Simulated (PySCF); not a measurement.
## P³⁺ (phosphorus, charge +3) across methods

[Ne] 3s2, closed-shell 1S. All numbers are calculated (PySCF 2.14, the spin-free X2C one-electron Hamiltonian (Gaussian nucleus), in x2c-TZVPPall with one added diffuse shell each of s, p, d type (6s6p4d1f, 51 functions)).

```json
{"method": "PBE0", "E (hartree)": "-339.7314", "mean ε 2s (eV)": "-220.83", "mean ε 2p (eV)": "-169.16", "mean ε 3s (eV)": "-46.989", "Σ⟨r²⟩ (bohr²)": "8.833", "⟨S²⟩": "0.000"}
{"method": "wB97M-V", "E (hartree)": "-339.8703", "mean ε 2s (eV)": "-223.67", "mean ε 2p (eV)": "-171.37", "mean ε 3s (eV)": "-49.500", "Σ⟨r²⟩ (bohr²)": "8.847", "⟨S²⟩": "0.000"}
{"method": "BLYP", "E (hartree)": "-339.8916", "mean ε 2s (eV)": "-212.41", "mean ε 2p (eV)": "-163.29", "mean ε 3s (eV)": "-45.633", "Σ⟨r²⟩ (bohr²)": "8.830", "⟨S²⟩": "0.000"}
{"method": "BP86", "E (hartree)": "-339.8906", "mean ε 2s (eV)": "-212.69", "mean ε 2p (eV)": "-163.34", "mean ε 3s (eV)": "-45.807", "Σ⟨r²⟩ (bohr²)": "8.795", "⟨S²⟩": "0.000"}
{"method": "LDA", "E (hartree)": "-338.5752", "mean ε 2s (eV)": "-211.63", "mean ε 2p (eV)": "-163.18", "mean ε 3s (eV)": "-45.784", "Σ⟨r²⟩ (bohr²)": "8.812", "⟨S²⟩": "0.000"}
{"method": "TPSS", "E (hartree)": "-339.8764", "mean ε 2s (eV)": "-214.16", "mean ε 2p (eV)": "-163.74", "mean ε 3s (eV)": "-45.723", "Σ⟨r²⟩ (bohr²)": "8.834", "⟨S²⟩": "0.000"}
{"method": "PBE", "E (hartree)": "-339.7053", "mean ε 2s (eV)": "-212.53", "mean ε 2p (eV)": "-163.19", "mean ε 3s (eV)": "-45.655", "Σ⟨r²⟩ (bohr²)": "8.825", "⟨S²⟩": "0.000"}
{"method": "r2SCAN", "E (hartree)": "-339.8211", "mean ε 2s (eV)": "-216.91", "mean ε 2p (eV)": "-165.52", "mean ε 3s (eV)": "-45.833", "Σ⟨r²⟩ (bohr²)": "8.855", "⟨S²⟩": "0.000"}
```

**Question.** Estimate the same row for UHF.

**Answer.** E (hartree) = -339.37169; mean ε 2s (eV) = -244.40; mean ε 2p (eV) = -185.79; mean ε 3s (eV) = -50.006; Σ⟨r²⟩ (bohr²) = 8.924; ⟨S²⟩ = 0.000.
